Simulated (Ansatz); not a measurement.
**Dissociation curves of CH3Br (bromomethane)**

CH3Br has 5 atoms, charge 0, and is taken as a singlet. As SMILES, `CBr`. Geometry: relaxed at PBE0-D4/def2-TZVP.

```xyz
5

C    -0.1063    0.1236    0.0884
Br    1.0011   -1.1644   -0.8332
H     0.5165    0.9737    0.3513
H    -0.5063   -0.3541    0.9780
H    -0.9050    0.4212   -0.5845
```

The C1–H4 distance is scanned; the parts on either side stay rigid. Basis STO-3G, 10 core orbitals frozen in the correlated methods; program Ansatz 0.2.0. FCI is exact within this basis and core. Energies in eV from each method's value at 1.086 Å; methods without a U are spin-restricted. The shape above is that at 1.086 Å.

| distance (Å) | HF | BLYP | r2SCAN | B3LYP | CAM-B3LYP | wB97M-V | HSE06 | FCI |
| --- | --- | --- | --- | --- | --- | --- | --- | --- |
| 1.086 | 0.00 | 0.00 | 0.00 | 0.00 | 0.00 | 0.00 | 0.00 | 0.00 |
| 1.358 | 1.16 | 0.77 | 0.89 | 0.88 | 0.93 | 0.93 | 0.93 | 0.79 |
| 1.629 | 3.30 | 2.28 | 2.57 | 2.55 | 2.70 | 2.69 | 2.68 | 2.34 |
| 2.172 | 7.40 | 4.92 | 5.49 | 5.53 | 5.97 | 5.96 | 5.82 | 4.59 |
| 2.715 | 10.07 | 6.46 | 7.17 | 7.33 | 8.04 | 8.11 | 7.69 | 5.26 |

Departure from the FCI curve at its largest: HF +4.81 eV at 2.71 Å; BLYP +1.20 eV at 2.71 Å; r2SCAN +1.91 eV at 2.71 Å; B3LYP +2.06 eV at 2.71 Å; CAM-B3LYP +2.78 eV at 2.71 Å; wB97M-V +2.85 eV at 2.71 Å; HSE06 +2.43 eV at 2.71 Å. Restricted functionals keep the electrons paired too, and rise too high. Restricted Hartree–Fock keeps the electrons paired, so it rises far too high as the bond breaks.
